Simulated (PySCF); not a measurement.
Isomers of CH6Si2. Isolated molecules, 0 K electronic values unless said otherwise. Strings in code marks are SMILES.

All values below come from PySCF 2.14.0 with PBE-D3(BJ)/def2-TZVP // PBE0-D3(BJ)/def2-TZVP. All candidates: neutral, multiplicity 1. 

```json
{
  "HOMO–LUMO gap": "2.63 eV",
  "LUMO": "-2.30 eV",
  "dipole_moment": "1.41 D"
}
```

**Question.** Which member has these values?
A) `C[SiH]=[SiH2]`
B) `C=[SiH][SiH3]`
C) `[SiH2]=C[SiH3]`
D) `C1[SiH2][SiH2]1`

**Answer.** A, `C[SiH]=[SiH2]`. The others give `[SiH2]=C[SiH3]`: 3.47 eV, -2.45 eV, 1.59 D; `C1[SiH2][SiH2]1`: 4.77 eV, -0.96 eV, 0.52 D; `C=[SiH][SiH3]`: 3.34 eV, -2.34 eV, 0.58 D
